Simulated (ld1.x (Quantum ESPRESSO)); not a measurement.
Before and after: ultrasoft potential for iron

| Quantity | Value |
| --- | --- |
| Element | Fe (Z = 26) |
| Generator | ld1.x (Quantum ESPRESSO) 7.5 |
| Type | ultrasoft |
| Functional | revPBE |
| Relativity | scalar-relativistic |
| Frozen core | [Ar] |
| Valence charge | 8 |
| Reference configuration | 3d6 4s2 4p0 |
| Partial waves | 4s (bound): rcut 2.55, rcutus 2.70 bohr; 4s channel at 3 Ry: rcut 2.55, rcutus 2.70 bohr; 4p (bound, empty): rcut 2.60, rcutus 3.35 bohr; 4p channel at 2.3 Ry: rcut 2.60, rcutus 3.35 bohr; 3d (bound): rcut 1.55, rcutus 1.75 bohr; 3d channel at 2.85 Ry: rcut 1.55, rcutus 1.75 bohr |
| Local potential | all-electron potential smoothed inside 2.35 bohr (lloc = -1) |
| Core correction | Bessel-smoothed model core, default radius (core density twice the valence density) |
| Augmentation charge | PSQ, inside the norm-conserving radii |

All-electron outer shells of the reference configuration (revPBE, scalar-relativistic, ld1.x):

```tsv
shell	level (eV)	outermost node (bohr)	outermost maximum (bohr)
3s	-94.07	0.33	0.70
3p	-60.04	0.30	0.72
3d	-7.45	–	0.72
4s	-5.23	1.00	2.41
4p	-1.30	1.10	3.33
```

Change: waves 4s (bound): rcut 2.55, rcutus 3.58 bohr; 4s channel at 3 Ry: rcut 2.55, rcutus 3.58 bohr.

Cutoffs: the cutoffs (Ry, on a coarse ladder) from which the occupation-weighted sum of valence levels, in a spherical-Bessel basis at the reference potential, stays within 10 and 1 mRy of its value at 400 Ry; they do not see the model core or the augmentation charge, which bear on the density cutoff. Errors are all-electron minus pseudo energies relative to the spin-unpolarised reference configuration.

**Question.** Predict the effect on cutoff, ghosts and configuration errors.

**Answer.** The potential gets neither clearly harder nor softer (35 Ry and 55 Ry → 35 Ry and 55 Ry); of the 7 tests that both files solve, the error grows in 3 and shrinks in 2 by more than 15 % and 0.3 meV (median size 22.3 → 22.0 meV); neither file shows a bound ghost at the reference potential, the only one tested.

| quantity | base | changed |
| --- | --- | --- |
| cutoff, loose | 35 Ry | 35 Ry |
| cutoff, tight | 55 Ry | 55 Ry |
| bound ghosts | none | none |
| error for 3d6 4s1 4p0, meV [ΔE 8.64 eV] | -11 | -22 |
| error for 3d6 4s0 4p0, meV [ΔE 24.68 eV] | -73 | -83 |
| error for 3d5 4s0 4p0, meV [ΔE 58.79 eV] | -222 | -101 |
| error for 3d6 4s1.5 4p0, meV [ΔE 3.45 eV] | -2.1 | -5.6 |
| error for 3d6 4s1 4p1, meV [ΔE 4.08 eV] | -5.1 | -6.0 |
| error for 3d4 4s0 4p0, meV [ΔE 111.78 eV] | -1292 | -988 |
| error for 3d6 4s0 4p2, meV [ΔE 8.39 eV] | -22 | -22 |
| lowest overlap eigenvalue by channel | s 0.70, p 0.62, d 0.82 | s 0.12, p 0.62, d 0.82 |

Changed file: These tests converged, but a pseudo level misses the all-electron one widely, so the file describes the atom poorly there or has found another state: 3d4 4s0 4p0: empty 4s by 11.5 eV (a node warning on the way).
